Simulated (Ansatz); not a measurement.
Mulliken charges of Cl$_{2}$FH$_{3}$OSi$_{2}$, SMILES `F[SiH](Cl)O[SiH2]Cl` from B3LYP/def2-TZVPP in Ansatz (PBE0-D4/def2-TZVP geometry).

```json
{"atom": "F1", "x (Å)": "1.240", "y (Å)": "-2.413", "z (Å)": "0.398", "charge (e)": "-0.295"}
{"atom": "Si2", "x (Å)": "1.303", "y (Å)": "-0.875", "z (Å)": "0.037", "charge (e)": "0.737"}
{"atom": "Cl3", "x (Å)": "1.467", "y (Å)": "-0.709", "z (Å)": "-1.981", "charge (e)": "-0.223"}
{"atom": "O4", "x (Å)": "-0.064", "y (Å)": "-0.187", "z (Å)": "0.545", "charge (e)": "-0.353"}
{"atom": "Si5", "x (Å)": "-1.351", "y (Å)": "0.750", "z (Å)": "0.183", "charge (e)": "0.542"}
{"atom": "Cl6", "x (Å)": "-0.714", "y (Å)": "2.633", "z (Å)": "-0.297", "charge (e)": "-0.239"}
{"atom": "H7", "x (Å)": "2.472", "y (Å)": "-0.283", "z (Å)": "0.694", "charge (e)": "-0.065"}
{"atom": "H8", "x (Å)": "-2.068", "y (Å)": "0.202", "z (Å)": "-0.985", "charge (e)": "-0.051"}
{"atom": "H9", "x (Å)": "-2.196", "y (Å)": "0.836", "z (Å)": "1.389", "charge (e)": "-0.053"}
```

**Question.** By hand: the dipole of these point charges (1 e Å = 4.8032 D).

**Answer.** Σ q r = (-0.210, 0.032, 0.261) e Å, of length 0.337 e Å = 1.62 D.

**Question.** How does the dipole of the full density compare? (Estimate.)

**Answer.** Computed: (-0.106, 0.057, 0.120) e Å, 0.82 D; the point charges give 1.98 times that, at 14° from its direction.

Point charges leave out the atoms' own dipoles, such as those of lone pairs, and Mulliken's split depends on the basis, so the two needn't agree.

B3LYP here is the variant with VWN-RPA as its local correlation; programs differ in this.
